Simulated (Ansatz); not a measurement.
A made-up structure of BSnH₅O, closed shell:

| atom | x (Å) | y (Å) | z (Å) |
| --- | --- | --- | --- |
| O1 | -1.7131 | 0.3587 | -1.1422 |
| B2 | -0.3682 | 0.3201 | -1.1061 |
| Sn3 | 0.7816 | -0.2344 | 0.7719 |
| H4 | -2.1482 | 0.1343 | -0.3150 |
| H5 | 0.1881 | 0.5975 | -2.1306 |
| H6 | -0.7403 | 0.1961 | -0.0250 |
| H7 | 1.7567 | -1.6219 | 0.5586 |
| H8 | 1.8107 | 1.0212 | 1.3065 |

It is relaxed with PBE-D4/def2-SVP and then PBE0-D4/def2-TZVP (Ansatz 0.2.0). Atoms count as bonded within 1.22 times the sum of their covalent radii (H–H: 0.88 Å). The end point is not checked to be a true minimum.

(1) Does its bonding change? (Judge from chemistry; the calculation decides.)

Results:

(1) The calculation gives: Yes. Formed: B2–H7; broken: none.

Where it ends: The first stage lowers the energy by 4.31 eV in 19 steps. It ends as BSnH₅O ([OH][BH]12[H][SnH]1[H]2):
```json
{"atom": "O1", "x (Å)": "-1.5373", "y (Å)": "-0.1629", "z (Å)": "-1.2338"}
{"atom": "B2", "x (Å)": "-0.2575", "y (Å)": "0.2082", "z (Å)": "-0.8519"}
{"atom": "Sn3", "x (Å)": "0.6398", "y (Å)": "-0.1892", "z (Å)": "1.4608"}
{"atom": "H4", "x (Å)": "-2.0628", "y (Å)": "-0.5848", "z (Å)": "-0.5518"}
{"atom": "H5", "x (Å)": "0.4275", "y (Å)": "0.7384", "z (Å)": "-1.6786"}
{"atom": "H6", "x (Å)": "-0.2444", "y (Å)": "1.0245", "z (Å)": "0.2332"}
{"atom": "H7", "x (Å)": "0.4707", "y (Å)": "-0.8283", "z (Å)": "-0.3626"}
{"atom": "H8", "x (Å)": "2.1313", "y (Å)": "0.5660", "z (Å)": "0.9029"}
```

Labels in which every atom is bracketed show which atoms are joined, not bond orders.

For scale, one of the runs: PBE0-D4/def2-TZVP relaxation, 142 basis functions, launched by `ansatz run in.yaml --threads 2 --pin off --events-out ev --progress --plain --max-ram 4352MiB`. The run took about 24 s on 2 CPU threads of an Arm Neoverse V2 (shared host).
